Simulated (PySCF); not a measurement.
Delta-SCF ions had no search for a lower state. Excitations are Tamm–Dancoff values on a coarser integration grid. The basis has no diffuse functions, so Rydberg states are missing or too high.

Cartesian coordinates (Å):
SMILES: C/C(C#N)=C/[SiH3]
```xyz
13

C      2.0659    -0.3692     0.1209
C      0.6514     0.1289    -0.0190
C      0.5417     1.5252    -0.3349
N      0.5120     2.6490    -0.5886
C     -0.4415    -0.6337     0.1305
Si    -2.2337    -0.1245    -0.0199
H      2.5894     0.1763     0.9089
H      2.6230    -0.2092    -0.8047
H      2.0735    -1.4312     0.3599
H     -0.2524    -1.6784     0.3689
H     -2.8674    -0.9397    -1.0832
H     -2.9172    -0.4246     1.2606
H     -2.3490     1.3115    -0.3379
```
Charge 0, spin multiplicity 1.

### Question
What dipole moment, S1 excitation (TDA), vertical ionisation energy (Delta-SCF), T1 excitation (TDA) and brightest of the four lowest singlets (TDA) does PBE-D3(BJ)/def2-TZVP // B3LYP-D3(BJ)/def2-TZVP run with PySCF give?

### Answer

```json
{
 "dipole_moment": "3.80 D",
 "S1 excitation (TDA)": "5.58 eV",
 "vertical ionisation energy (Delta-SCF)": "9.72 eV",
 "T1 excitation (TDA)": "3.60 eV",
 "brightest of the four lowest singlets (TDA)": "5.83 eV"
}
```
